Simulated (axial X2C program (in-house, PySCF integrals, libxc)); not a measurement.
RhNC⁺: the levels of the configuration d6 s1 p(π)0

Calculated with an axial X2C code built on PySCF integrals: two-component X2C with atomic mean-field Coulomb and Gaunt terms, basis Rh dyall-v3z, N dyall-v3z, C dyall-v3z (cores contracted in-house). Orbitals come from Hartree–Fock averaged over the configuration Rh d6 s1 p(π)0; CI then distributes these electrons over the d, s, p(π) shells of Rh.

Rh–N–C held linear, bonds 1.925 and 1.170 Å (the second held) (near the minimum of the configuration average).

Active spinors (ω > 0):

| shell | ω | ε (eV) | character |
| --- | --- | --- | --- |
| d | 3/2 | -19.72 | 100% Rh d |
| d | 5/2 | -19.37 | 100% Rh d |
| d | 1/2 | -18.33 | 81% Rh d, 9% N p, 6% C p |
| d | 3/2 | -18.19 | 83% Rh d, 8% N p, 6% C p |
| d | 1/2 | -17.33 | 76% Rh d, 8% Rh s, 7% N p |
| s | 1/2 | -10.02 | 61% Rh s, 31% Rh p, 5% N p |
| p(π) | 1/2 | -3.92 | 89% Rh p, 4% C p, 3% Rh d |
| p(π) | 3/2 | -3.81 | 89% Rh p, 4% C p, 3% Rh d |

Lowest levels of this model:

```json
{"Ω": "9/2", "energy (cm⁻¹)": "0", "g∥": "11.99", "configuration": "99% d7"}
{"Ω": "7/2", "energy (cm⁻¹)": "1157", "g∥": "8.03", "configuration": "99% d7"}
{"Ω": "1/2", "energy (cm⁻¹)": "1588", "g∥": "1.75", "configuration": "98% d7"}
{"Ω": "3/2", "energy (cm⁻¹)": "1989", "g∥": "5.03", "configuration": "98% d7"}
{"Ω": "5/2", "energy (cm⁻¹)": "2154", "g∥": "4.48", "configuration": "99% d7"}
{"Ω": "3/2", "energy (cm⁻¹)": "3311", "g∥": "0.42", "configuration": "99% d7"}
{"Ω": "5/2", "energy (cm⁻¹)": "3347", "g∥": "7.39", "configuration": "98% d7"}
{"Ω": "1/2", "energy (cm⁻¹)": "4291", "g∥": "1.90", "configuration": "98% d7"}
{"Ω": "3/2", "energy (cm⁻¹)": "4638", "g∥": "4.54", "configuration": "98% d7"}
{"Ω": "1/2", "energy (cm⁻¹)": "5462", "g∥": "2.28", "configuration": "98% d7"}
{"Ω": "7/2", "energy (cm⁻¹)": "8369", "g∥": "9.84", "configuration": "98% d7"}
{"Ω": "5/2", "energy (cm⁻¹)": "8655", "g∥": "6.08", "configuration": "98% d7"}
{"Ω": "5/2", "energy (cm⁻¹)": "9461", "g∥": "6.03", "configuration": "98% d7"}
{"Ω": "3/2", "energy (cm⁻¹)": "10018", "g∥": "2.19", "configuration": "98% d7"}
{"Ω": "1/2", "energy (cm⁻¹)": "10689", "g∥": "1.86", "configuration": "98% d7"}
{"Ω": "7/2", "energy (cm⁻¹)": "13961", "g∥": "8.03", "configuration": "98% d7"}
{"Ω": "9/2", "energy (cm⁻¹)": "18569", "g∥": "9.93", "configuration": "97% d7"}
{"Ω": "7/2", "energy (cm⁻¹)": "19072", "g∥": "6.29", "configuration": "97% d7"}
{"Ω": "9/2", "energy (cm⁻¹)": "19876", "g∥": "13.97", "configuration": "100% d6 s1"}
{"Ω": "9/2", "energy (cm⁻¹)": "21781", "g∥": "9.98", "configuration": "97% d7"}
{"Ω": "11/2", "energy (cm⁻¹)": "25431", "g∥": "12.00", "configuration": "95% d7"}
```

g∥ is the magnitude of 2⟨Lz + ge Sz⟩ for the +Ω component.

Problem. From Ω and g∥ of the lowest level, whose 2⟨Lz + ge Sz⟩ is positive, find ⟨Sz⟩ and ⟨Lz⟩ (ge = 2.0023).

Solution. Ω = ⟨Lz⟩ + ⟨Sz⟩ = 9/2 and ⟨Lz⟩ + ge⟨Sz⟩ = 5.995, so ⟨Sz⟩ = 1.49 and ⟨Lz⟩ = 3.01.

Occupations of the active spinors in the lowest level by ω, shell by shell in order of energy: -5/2: 0.00; -3/2: 1.00 0.00 0.00; -1/2: 0.99 0.01 0.00 0.00; 1/2: 1.00 1.00 0.00 0.00; 3/2: 1.00 1.00 0.00; 5/2: 1.00. The leading determinant has weight 0.98 among 463.

This point took 3.7 s on 1 thread of Arm Neoverse V1 (shared host).

Dynamic correlation is missing, so gaps between terms are too wide and other configurations may lie lower; the lowest level listed is that of this model, not necessarily the ground state. The lowest levels belong to d7, not to the averaged configuration, so orbitals and distance suit them less well. For d shells the ligand-field splittings (σ, π, δ) and their order can be off by a thousand cm⁻¹ or more. At most 4 roots were kept for each Ω > 0 (twice that for Ω = 0) within 3.2 eV of the lowest, so higher up levels can be missing between those listed; levels with Ω > 0 are doubly degenerate and listed once, Ω = 0 levels singly. Some active spinors are only partly of the character that their shell is named for, so the shell names and counts are nominal. States that fill the shells left empty in the average are placed too high. The molecule was held linear; bending was not examined.
